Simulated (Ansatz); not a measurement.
Calculated with Ansatz (gas phase, PBE0-D4/def2-TZVP geometries, no zero-point term in ΔE). CBS: MP2 limit from def2 TZ/QZ plus the TZ coupled-cluster correction, frozen cores. DFT in def2-TZVPP. B3LYP here is the variant with VWN-RPA as its local correlation; programs differ in this. Each species was taken in one conformer, which may not be the lowest.

`O[SiH](O)S[SiH](O)F` + `O[Si@H](Cl)[Si@@H](O)F` → `O[Si@H](F)[Si@H](O)F` + `O[SiH](O)S[SiH](O)Cl`  (redistribution)

```
                 species  B3LYP-D4 energy (Eh)
   `O[SiH](O)S[SiH](O)F`           -1306.25893
`O[Si@H](Cl)[Si@@H](O)F`           -1292.32555
  `O[Si@H](F)[Si@H](O)F`            -931.99542
  `O[SiH](O)S[SiH](O)Cl`           -1666.58224
```

Problem. Work out ΔE.

Solution. ΔE = (-931.99542) + (-1666.58224) − (-1306.25893) − (-1292.32555) = 0.00682 Eh = +4.3 kcal/mol. CCSD(T)/CBS gives +4.1 kcal/mol.

Largest T1 diagnostic among the species: 0.013.

In def2-TZVPP, CCSD(T) changes the Hartree–Fock value by +1.1 kcal/mol (the triples alone add +0.2 kcal/mol) and MP2 by +0.9 kcal/mol.
